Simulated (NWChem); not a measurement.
System: CH5BO; SMILES COB

The following NWChem deck was run.

```
start job
memory heap 200 mb stack 900 mb global 1100 mb
geometry units angstroms noautosym nocenter noautoz
  B      0.187620    -1.296176     0.000000
  H     -0.462338    -2.300197     0.000000
  H      1.390550    -1.299080     0.000000
  O     -0.494395    -0.137385     0.000000
  C      0.147232     1.133618     0.000000
  H      1.238662     1.032692     0.000000
  H     -0.169973     1.686755    -0.889742
  H     -0.169973     1.686755     0.889742
end
basis spherical
  * library def2-svp
end
dft
  xc xcamb88 1.00 lyp 0.81 vwn_5 0.19 hfexch 1.00
  cam 0.33 cam_alpha 0.19 cam_beta 0.46
  iterations 150
end
property
  efieldgrad
end
task dft property
```

NWChem printed, in part:

```
             Northwest Computational Chemistry Package (NWChem) 7.3.0
             --------------------------------------------------------

                             Geometry "geometry" -> ""
                             -------------------------

 Output coordinates in angstroms (scale by  1.889725989 to convert to a.u.)

  No.       Tag          Charge          X              Y              Z
 ---- ---------------- ---------- -------------- -------------- --------------
    1 B                    5.0000     0.18762000    -1.29617600     0.00000000
    2 H                    1.0000    -0.46233800    -2.30019700     0.00000000
    3 H                    1.0000     1.39055000    -1.29908000     0.00000000
    4 O                    8.0000    -0.49439500    -0.13738500     0.00000000
    5 C                    6.0000     0.14723200     1.13361800     0.00000000
    6 H                    1.0000     1.23866200     1.03269200     0.00000000
    7 H                    1.0000    -0.16997300     1.68675500    -0.88974200
    8 H                    1.0000    -0.16997300     1.68675500     0.88974200

 Effective nuclear repulsion energy (a.u.)      70.1050105974

                              NWChem Property Module
                              ----------------------

  itol2e modified to match energy
  convergence criterion.

                                 NWChem DFT Module
                                 -----------------

 Summary of "ao basis" -> "ao basis" (spherical)
 ------------------------------------------------------------------------------
       Tag                 Description            Shells   Functions and Types
 ---------------- ------------------------------  ------  ---------------------
 B                          def2-svp                 6       14   3s2p1d
 H                          def2-svp                 3        5   2s1p
 O                          def2-svp                 6       14   3s2p1d
 C                          def2-svp                 6       14   3s2p1d

  itol2e modified to match energy
  convergence criterion.

[...]

          -----------------------
          Electric field gradient
          -----------------------

 1 a.u. = 0.324123 10**(16) esu/cm**3  ( or statvolts/cm**2 ) = 0.97174 10**(22) v/m**2

 ------------------------------------------------------------
   Atom      X         Y         Z
 ------------------------------------------------------------
    1 B    0.35455  -2.44942   0.00000
 ------------------------------------------------------------

 Electric field gradient in molecular frame (a.u.)
         XX             YY             ZZ             XY             XZ             YZ
 ------------------------------------------------------------------------------------------
        0.216979       0.189091      -0.406071       0.060706       0.000000      -0.000000

 Principal components (a.u.) and orientation
 of principal axis w.r.t. absolute frame                      Asymmetry parameter eta
 --------------------------------------------------------------------------------------
       -0.406071       0.265322       0.140749                       0.306778

       -0.000000       0.782262      -0.622950
        0.000000       0.622950       0.782262
        1.000000       0.000000      -0.000000

 ------------------------------------------------------------
   Atom      X         Y         Z
 ------------------------------------------------------------
    2 H   -0.87369  -4.34674   0.00000
 ------------------------------------------------------------

 Electric field gradient in molecular frame (a.u.)
         XX             YY             ZZ             XY             XZ             YZ
 ------------------------------------------------------------------------------------------
        0.018724      -0.129693       0.110969      -0.161761       0.000000       0.000000

 Principal components (a.u.) and orientation
 of principal axis w.r.t. absolute frame                      Asymmetry parameter eta
 --------------------------------------------------------------------------------------
       -0.233455       0.122486       0.110969                       0.049336

        0.539922       0.841715      -0.000000
        0.841715      -0.539922       0.000000
       -0.000000       0.000000       1.000000

 ------------------------------------------------------------
   Atom      X         Y         Z
 ------------------------------------------------------------
    3 H    2.62776  -2.45491   0.00000
 ------------------------------------------------------------

 Electric field gradient in molecular frame (a.u.)
         XX             YY             ZZ             XY             XZ             YZ
 ------------------------------------------------------------------------------------------
       -0.223949       0.115432       0.108517      -0.000524      -0.000000      -0.000000

 Principal components (a.u.) and orientation
 of principal axis w.r.t. absolute frame                      Asymmetry parameter eta
 --------------------------------------------------------------------------------------
       -0.223949       0.115432       0.108517                       0.030880

        0.999999      -0.001543      -0.000000
        0.001543       0.999999       0.000000
        0.000000      -0.000000       1.000000

 ------------------------------------------------------------
   Atom      X         Y         Z
 ------------------------------------------------------------
    4 O   -0.93427  -0.25962   0.00000
 ------------------------------------------------------------

[...]
```

Level: CAM-B3LYP/def2-SVP. Structure relaxed at the B3LYP/6-31G* (spherical d) level. NWChem prints the field gradient with the sign opposite to the second derivative of the potential.
